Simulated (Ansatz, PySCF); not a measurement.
Cd(I)(SeH) (CdHISe), SMILES [Cd]([I])[SeH].

The structure is a stationary point at PBE0-D3(BJ)/def2-SVP. The structure was generated by enumeration; whether it is a known compound was not checked. The def2 effective core potentials stand for the cores of Cd, I; spin–orbit coupling is left out. Other conformers were not sampled.

Vertical ionisation energy (IE) and electron affinity (EA) in eV. Rows of orbital energies are one-electron estimates. Where ΔSCF, EOM or ADC give a negative EA the extra electron is unbound and the value depends on the basis.

```
level                                                                  IE    EA
-------------------------------------------------------------------  ----  ----
−ε(HOMO), −ε(LUMO), ωB97X/def2-TZVPD (PySCF)                         9.40  0.20
−ε(HOMO), −ε(LUMO), PBE/def2-TZVPD (PySCF)                           6.08  2.81
ΔSCF, PBE0/def2-SVPD (Ansatz), final states of multiplicity 2 and 2  9.05  0.52
ΔSCF, PBE/def2-SVPD (Ansatz), final states of multiplicity 2 and 2      ?     ?
```

Question: What belongs in the gaps? (Estimate from the structure and the level; the computed values follow.)

Answer: 
- ΔSCF, PBE/def2-SVPD (Ansatz, a quantum-chemistry and plane-wave program), final states of multiplicity 2 and 2, IE: 8.72
- ΔSCF, PBE/def2-SVPD (Ansatz), final states of multiplicity 2 and 2, EA: 0.62

Question: What vertical singlet–triplet gap does ΔSCF give with PBE0/def2-SVPD (Ansatz) and with PBE/def2-SVPD (Ansatz)? (The exact figures need the calculation; the answer reports its results.)

Answer: 3.74 and 3.35 eV (triplet above singlet where positive).
